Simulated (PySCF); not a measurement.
# Reading the logs of faulty runs: AlGeH5NSi cation

These are calculations, not measurements. The program is PySCF 2.14.0, an open-source quantum chemistry code, run on an isolated molecule that a program drew, which may never have been made. The molecule is AlGeH5NSi cation (charge +1, singlet), drawn as the SMILES string `[AlH+][N]=[GeH][SiH3]`.

Each row is a Hartree-Fock (HF) and frozen-core CCSD(T) single point in the cc-pV(D+d)Z basis, meant for a local HF minimum. Run 1 is clean. Each other run has one planted mistake out of seven kinds, and not every kind appears here: one electron removed, one electron added, multiplicity raised by two, geometry at a saddle point, minimal basis STO-3G, one bond length entered in bohr, all coordinates scaled. The reference is restricted for singlets and unrestricted otherwise, and also for a bond in bohr. Adding or removing an electron swaps singlet and doublet. Electrons count all cores. HOMO and LUMO are orbital energies over both spins, the gradient is its largest component, and the lowest frequency (negative if imaginary) is given only where the gradient is small. Bond lengths are over the 8 bonds as drawn. T1 is the CCSD diagnostic: over 0.02 (restricted) or 0.045 (unrestricted) a single reference is doubtful. Germanium has the cc-pVDZ-PP basis, with a core potential (ECP10MDF) in place of its 10 inner electrons, and its 3s, 3p and 3d shells are frozen in CCSD(T).

Geometry of the clean run:
```xyz
9
AlGeH5NSi cation, angstrom
Al    0.2116    1.9530   -1.6438
N    -0.3719    0.5526   -0.9880
Ge   -0.9822   -0.9345   -0.4140
Si   -1.3514   -1.3977    1.9415
H     0.7575    3.2704   -2.2266
H    -1.2899   -1.9797   -1.4859
H    -0.5027   -2.5615    2.2462
H    -2.7878   -1.6994    2.0574
H    -0.9514   -0.1797    2.6612
```

```
run,electrons,basis functions,<S^2>,HOMO (eV),LUMO (eV),gradient (hartree/bohr),lowest frequency (cm^-1),mean bond (Å),longest bond (Å),T1,HF (hartree),CCSD(T) (hartree),mistake
1,70,108,0.000,-14.21,-3.70,2.7e-05,28,1.6590,2.429,0.0197,-881.34638,-881.80396,no fault
2,70,108,2.020,-10.40,-5.59,9.7e-02,-,1.6590,2.429,0.0514,-881.25402,-881.68644,multiplicity raised by two
3,71,108,0.838,-5.14,1.60,5.3e-02,-,1.6590,2.429,0.0264,-881.50810,-881.98828,one electron added
4,69,108,0.765,-20.54,-10.45,6.9e-02,-,1.6590,2.429,0.0416,-880.90236,-881.31344,one electron removed
5,70,108,1.048,-11.85,-5.16,4.5e-02,-,1.8488,3.225,0.0262,-881.19057,-881.61792,one bond length entered in bohr
6,70,108,0.000,-14.80,-3.58,1.1e-01,-,1.5031,2.201,0.0160,-881.23790,-881.68003,?
```

**Which mistake was planted in run 6, and what did it cost?**

The mean and the longest bond both change by the same factor, 0.906, and the gradient is no longer small. So the mistake is: all coordinates scaled. Subtracting run 1 and multiplying by 627.51 kcal/mol a hartree, the energy moved by 68.1 kcal/mol in HF and 77.8 kcal/mol in CCSD(T).

Cautions from the logs. Run 2: T1 is over the limit, so its CCSD(T) energy is less reliable.
